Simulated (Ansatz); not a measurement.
Consider the ligand exchange at the In–N bond: `[SiH3][N]([SiH3])[InH2]` + CH₃SH → `C[S][InH2]` + `[SiH3]N[SiH3]`.

Program: Ansatz. Geometries: PBE0-D4/def2-TZVP. ΔE: electronic, gas phase. CCSD(T)/CBS adds triple-zeta CCSD(T) − MP2 to the extrapolated MP2 energy (def2 sets, frozen cores). This one scheme is used for every species. Elements past krypton have def2 core potentials. For In outer-core shells are correlated without core-valence functions, which leaves a few kJ/mol of doubt a bond.

```csv
species,CCSD(T)/CBS(def2) energy (Eh)
`[SiH3][N]([SiH3])[InH2]`,-827.51128
CH₃SH,-438.22835
`C[S][InH2]`,-628.65181
`[SiH3]N[SiH3]`,-637.10515
```

**Question.** Work out ΔE.

**Answer.** ΔE = (-628.65181) + (-637.10515) − (-827.51128) − (-438.22835) = -0.01733 Eh = -45.5 kJ/mol.

Largest T1 diagnostic among the species: 0.015.

The D4 term adds +7.0 kJ/mol with B3LYP and +3.9 kJ/mol with PBE0; it sums over pairs of atoms, weighted by their polarisabilities, and B3LYP, whose exchange is more repulsive, gets the larger term. In def2-TZVPP, CCSD(T) changes the Hartree–Fock value by +19.3 kJ/mol (the triples alone add +2.3 kJ/mol) and MP2 by +19.1 kJ/mol.

B3LYP here is the variant with VWN-RPA as its local correlation; programs differ in this.
